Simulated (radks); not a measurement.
Results of a calculation; reference values are marked as such.
Species: As31+. Configuration: [He].

Code: a radial shooting solver on a logarithmic mesh with Libxc functionals. Model: Dirac Kohn-Sham, BLYP, spin-unpolarised, spherical densities, finite nucleus; Fermi nuclear charge, rms radius 4.0968 fm.

Energy parts (eV):
| part | energy |
|---|---|
| total | -29502.621 |
| kinetic | 30388.922 |
| electron-nucleus | -60460.807 |
| Hartree | 1134.106 |
| exchange-correlation | -564.842 |

Orbitals (lengths in bohr, moments of r in powers of bohr; r(90%) holds 90 % of the orbital's charge):
orbital  occ.  eigenvalue (eV)  <1/r>  r(90%)     <r^2>
1s1/2       2        -14260.17  33.67  0.0805  0.002734

The highest occupied level is 1s1/2 at -14260.2 eV. Summed over all electrons, <r^2> = 0.005468 bohr^2, which gives a Langevin (diamagnetic) susceptibility term of -0.00433 x 10^-6 cm^3/mol.
